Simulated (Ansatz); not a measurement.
Two members of one family (Series ZrX4), computed with Ansatz in the gas phase; def2 core potentials for Zr, no spin–orbit coupling. A negative affinity means that the extra electron isn't bound at that geometry and level; within about 0.2 eV of zero the sign isn't settled. Binding counts from free atoms in the multiplicity of their measured ground term, without zero-point energy. Names give formal oxidation states. A dash marks a value that wasn't run or was left out as unsound. The structures are stationary points that may keep the symmetry of their start. Remarks come from the PBE and PBE0 runs and from stability tests at other levels; not every state was tested. A HOMO above zero means that the electron is unbound at that level and held by the basis, or that self-interaction error raises the level; the energy of removing that electron tells which.

First: ZrF4 (singlet, charge 0, PBE-D4/def2-SVP geometry).

```xyz
5

Zr    0.000    0.000    0.000
F    -0.114   -0.309   -1.880
F    -0.255   -1.646    0.932
F    -1.350    1.243    0.524
F     1.719    0.712    0.424
```

```json
{"level": "PBE-D4/def2-TZVP", "HOMO (eV)": "-10.14", "LUMO (eV)": "-2.35", "gap (eV)": "7.78", "vertical EA (eV)": "–", "binding per atom (eV)": "–"}
{"level": "PBE-D4/def2-TZVPD", "HOMO (eV)": "-10.17", "LUMO (eV)": "-2.37", "gap (eV)": "7.80", "vertical EA (eV)": "-0.24", "binding per atom (eV)": "–"}
{"level": "PBE0-D4/def2-SVP", "HOMO (eV)": "-12.03", "LUMO (eV)": "-1.40", "gap (eV)": "10.63", "vertical EA (eV)": "–", "binding per atom (eV)": "5.43"}
{"level": "PBE0-D4/def2-TZVPD", "HOMO (eV)": "-12.21", "LUMO (eV)": "-1.48", "gap (eV)": "10.73", "vertical EA (eV)": "-0.35", "binding per atom (eV)": "5.31"}
{"level": "ωB97X-V/def2-TZVP", "HOMO (eV)": "-14.74", "LUMO (eV)": "0.76", "gap (eV)": "15.51", "vertical EA (eV)": "–", "binding per atom (eV)": "5.41"}
```

Metal–donor distances: 4 × F 1.91 Å. Remarks: HOMO above zero (-1 doublet).

Second: Zr(OH)4 (singlet, charge 0, PBE-D4/def2-SVP geometry).

```xyz
9

Zr    0.000    0.000    0.000
O    -0.350    1.906   -0.034
H    -0.530    2.853   -0.053
O     1.446   -0.370    1.237
H     2.169   -0.551    1.850
O     0.500   -0.597   -1.775
H     0.751   -0.896   -2.656
O    -1.596   -0.940    0.572
H    -2.390   -1.405    0.860
```

**Question.** Estimate how these quantities change from the first to the second (second minus first).

**Answer.** 
```csv
level,Δ HOMO (eV),Δ LUMO (eV),Δ gap (eV),Δ vertical EA (eV),Δ binding per atom (eV)
PBE-D4/def2-TZVP,3.37,1.71,-1.66,–,–
PBE-D4/def2-TZVPD,3.26,1.51,-1.75,-0.22,–
PBE0-D4/def2-SVP,3.86,1.66,-2.20,–,-0.95
PBE0-D4/def2-TZVPD,3.66,1.23,-2.43,-0.27,-0.88
ωB97X-V/def2-TZVP,3.80,0.74,-3.06,–,-0.90
```

Metal–donor distances: 4 × O 1.94 Å. Remarks: HOMO above zero (-1 doublet).
